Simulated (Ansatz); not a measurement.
Basis sets compared for Si8Ge8H26, an alloyed nanocrystal cut from the lattice of silicon (8 Ge, core). Charge 0, multiplicity 1. Geometry r2SCAN-D4/def2-SVP. Ansatz on 4 threads of AMD EPYC 7R13 on a shared host and a share (37 GiB) of an NVIDIA H100 80GB HBM3; times are rough, and most runs start from earlier orbitals.

```
atom    x (Å)    y (Å)    z (Å)
 Ge1   0.2950   1.5839   1.6349
 Ge2   1.9088  -1.0486  -0.8644
 Ge3  -1.9926  -1.1305  -0.1246
 Ge4  -1.6969   2.8649   2.1788
 Ge5   0.7397   0.0155   3.4360
 Ge6  -3.9483   0.1942   0.4454
 Ge7  -1.5278  -2.6743   1.6926
 Ge8  -0.0541   0.3074  -0.4026
 Si9  -3.5380   1.3727   2.4829
Si10  -1.1412  -1.4354   3.6997
Si11   3.2939   1.9100  -2.8584
Si12   1.0503  -0.7495  -4.5824
Si13   3.7819   0.4050  -1.1237
Si14  -3.0490  -0.1548   4.2022
Si15   1.5131  -2.2834  -2.8663
Si16   2.8812   0.7038  -4.8338
 H17  -4.7599   2.1583   2.8596
 H18  -0.8845  -2.3860   4.8324
 H19   1.5007   2.5323   1.4511
 H20   2.1223  -2.0028   0.3296
 H21  -2.2468  -1.9146  -1.4314
 H22   4.4310   2.8617  -3.0720
 H23   2.0779   2.7057  -2.4963
 H24  -0.1695   0.0419  -4.2239
 H25   0.7852  -1.4610  -5.8739
 H26  -1.4547   3.6741   3.4691
 H27  -2.0007   3.8630   1.0434
 H28   0.9886   0.7862   4.7483
 H29   2.0091  -0.8014   3.1213
 H30   4.0352   1.1281   0.1630
 H31   5.0084  -0.3796  -1.4737
 H32  -2.8214   0.5945   5.4804
 H33  -4.2208  -1.0681   4.4015
 H34  -5.1710  -0.7314   0.6076
 H35  -4.2537   1.1878  -0.6935
 H36  -2.7283  -3.6218   1.8910
 H37  -0.2978  -3.5381   1.3480
 H38  -0.2910   1.2737  -1.5857
 H39   0.3645  -3.2210  -2.6562
 H40   2.7208  -3.0904  -3.2303
 H41   2.6448   1.6437  -5.9760
 H42   4.0954  -0.1157  -5.1497
```

Single mean-field runs in def2-SVP, def2-TZVP are fitted with def2-universal-jkfit.

Binding counts from free atoms (Ge triplet, Si triplet, H doublet) in the same basis, without a counterpoise term.

```tsv
level	functions	energy (Eh)	HOMO (eV)	LUMO (eV)	binding per atom (eV)	wall time
PBE-D4/def2-SVP	530	-18941.3167	-6.21	-1.62	3.00	3.7 s
PBE0-D4/def2-SVP	530	-18942.0189	-7.17	-0.95	3.00	6 s
```

(1) Estimate the rows for PBE-D4/def2-TZVP (with forces), PBE0-D4/def2-TZVP.

Results:

(1) 
| level | functions | energy (Eh) | HOMO (eV) | LUMO (eV) | binding per atom (eV) | wall time |
| --- | --- | --- | --- | --- | --- | --- |
| PBE-D4/def2-TZVP (with forces) | 836 | -18944.2201 | -6.22 | -1.75 | 3.00 | 7.5 s |
| PBE0-D4/def2-TZVP | 836 | -18944.9054 | -7.13 | -1.05 | 3.01 | 11 s |
